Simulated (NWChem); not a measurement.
**Basis-set convergence for H3B**

SMILES: B
```xyz
4

B      0.0000     0.0000     0.0000
H      0.0000     0.0000     1.2044
H     -1.0430     0.0000    -0.6022
H      1.0430     0.0000    -0.6022
```
Charge 0, spin multiplicity 1.

The numbers come from NWChem runs, not from measurements. All single points use one geometry, from B3LYP/def2-SVP, a minimum by its harmonic frequencies.

Quantity: vertical ionisation energy at the level ΔCCSD(T) (Δ: difference of total energies, the cation a doublet at the parent's geometry with its hole in an orbital of symmetry a1 (C2v labels); it is the state that the SCF runs reached, from PBE0 orbitals for Hartree-Fock references, and need not be the lowest).

The correlated methods keep 1 core orbital frozen. The Pople sets run with spherical d functions. The structure started from a generated list of species. No SCF solution was tested for a lower state. Open-shell Hartree-Fock references start from PBE0 orbitals; any time given for them includes that run.

The cost column gives rough processor time relative to STO-3G; each entry includes its own SCF.

```json
[
 {"basis": "STO-3G", "functions": "8", "vertical ionisation energy (eV)": "___", "relative cost": "1"},
 {"basis": "6-31+G*", "functions": "24", "vertical ionisation energy (eV)": "___", "relative cost": "under 3"},
 {"basis": "pcseg-1", "functions": "29", "vertical ionisation energy (eV)": "13.01", "relative cost": "under 3"},
 {"basis": "cc-pVDZ", "functions": "29", "vertical ionisation energy (eV)": "13.07", "relative cost": "under 3"},
 {"basis": "6-311G**", "functions": "36", "vertical ionisation energy (eV)": "13.11", "relative cost": "under 3"},
 {"basis": "def2-TZVP", "functions": "49", "vertical ionisation energy (eV)": "___", "relative cost": "under 3"},
 {"basis": "cc-pVTZ", "functions": "72", "vertical ionisation energy (eV)": "13.21", "relative cost": "7"},
 {"basis": "def2-TZVPP", "functions": "73", "vertical ionisation energy (eV)": "13.21", "relative cost": "7"}
]
```

**Question.** Fill in the missing entries.

**Answer.** 
- STO-3G, vertical ionisation energy (eV): 12.19
- 6-31+G*, vertical ionisation energy (eV): 12.86
- def2-TZVP, vertical ionisation energy (eV): 13.16
